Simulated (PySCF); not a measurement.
Species: C₇H₁₀O.
Z-matrix (Å and degrees, GFN2-xTB geometry), rows numbered from 1:
```
O 
C   1  1.2006
C   2  1.5180  1  127.17
C   3  1.5294  2  102.40  1  -173.85
C   4  1.5345  3  107.90  2    68.61
C   5  1.5419  4  103.13  3   -70.18
C   2  1.5146  1  127.59  3  -177.63
C   7  1.5277  2  102.08  1  -151.02
H   3  1.0918  2  109.12  1    67.52
H   3  1.0898  2  111.32  1   -51.23
H   4  1.0891  3  114.06  2  -163.66
H   5  1.0903  4  110.63  3   170.97
H   5  1.0893  4  111.72  3    50.69
H   6  1.0895  5  112.63  4   118.89
H   6  1.0898  5  111.49  4  -119.44
H   7  1.0869  2  114.61  1   -22.04
H   8  1.0885  4  113.04  3   172.54
H   8  1.0892  4  113.38  3   -62.07
```

The calculation used TDDFT B3LYP/def2-SVPD, vertical, gas phase, core orbitals frozen in the response (PySCF).

Question: List the vertical singlet excitations with oscillator strengths and describe the spectrum.

Answer: 

```
state  E (eV)  λ (nm)  ν̃ (cm⁻¹)       f  |μ| (D)  main configurations (H = HOMO, L = LUMO)
   S1    4.28   289.5      34550  0.0003     0.13                                 H→L (98%)
   S2    6.19   200.5      49890  0.0049     0.46                               H→L+1 (97%)
   S3    6.95   178.4      56040   0.024     0.96                               H→L+3 (88%)
   S4    7.03   176.4      56680   0.013     0.70                               H→L+2 (90%)
   S5    7.11   174.4      57350  0.0052     0.44                               H→L+4 (93%)
   S6    7.27   170.6      58610  0.0095     0.59                  H-1→L (58%), H-2→L (37%)
   S7    7.46   166.3      60140   0.035     1.12                  H-2→L (59%), H-1→L (30%)
   S8    7.62   162.7      61450   0.013     0.66                               H→L+5 (94%)
```

Triplets, Tamm–Dancoff:

```csv
state,E (eV),λ (nm),"main configurations (H = HOMO, L = LUMO)"
T1,3.77,329.0,H→L (97%)
T2,5.96,207.9,"H-1→L (54%), H-7→L (13%), H-6→L (9%)"
T3,6.12,202.4,H→L+1 (96%)
```

The lowest singlet lies at 4.28 eV (289 nm, ultraviolet) and is dark (f under 0.0005); its leading configuration is HOMO→LUMO (98%). The strongest level in the table is S7 at 7.46 eV (166 nm, f = 0.035). S1 has the pattern of n→π* at C=O. The oscillator strengths of these states sum to 0.105; summed over the whole spectrum of an exact calculation they would give the number of electrons, 60 (Thomas–Reiche–Kuhn). Of the 8 states listed, 4 reach f = 0.01 and 1 stays under 0.0005. Orbital energies (eV): HOMO-3 -9.48, HOMO-2 -9.09, HOMO-1 -8.89, HOMO -6.72, LUMO -0.69, LUMO+1 0.25, LUMO+2 1.07. Singlets were solved by full linear response, triplets in the Tamm–Dancoff approximation.
